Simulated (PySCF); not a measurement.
Ga(F)(Cl)(vinyl) (C2H3ClFGa), SMILES C=[CH][Ga]([F])[Cl]. Atoms are numbered in the order given.

```xyz
8

Ga    -0.1395    -0.2804     0.2405
F     -0.6275    -1.0991     1.7062
Cl     0.5731     1.7086     0.5511
C     -0.2092    -1.0566    -1.5167
C      0.2129    -0.3340    -2.5628
H     -0.5836    -2.0744    -1.6736
H      0.1974    -0.7294    -3.5862
H      0.5940     0.6874    -2.4422
```

Geometry optimised at ωB97X-D3(BJ)/def2-SVP. The structure was generated by enumeration; whether it is a known compound was not checked. The values are those of a single conformer.

Calculation: PBE/pcSseg-1 run with PySCF.

GIAO shieldings, no solvent; atoms listed in one row are averaged. δ = σ(ref) − σ: ¹⁹F against CFCl3 (σ = 133.6 ppm); ³⁵Cl against HCl (σ = 936.5 ppm); ¹³C against TMS (σ = 182.0 ppm); ¹H against TMS (σ = 31.49 ppm), references at their B3LYP-D3(BJ)/def2-TZVP geometries, non-relativistic (without spin–orbit terms, shifts of atoms bonded to Cl or Br come out too high).

```tsv
nucleus	atoms	count	δ (ppm)
¹⁹F	F2	1	-131.2
³⁵Cl	Cl3	1	33.9
¹³C	C5	1	158.1
¹³C	C4	1	140.6
¹H	H7	1	7.36
¹H	H8	1	7.10
¹H	H6	1	6.62
```
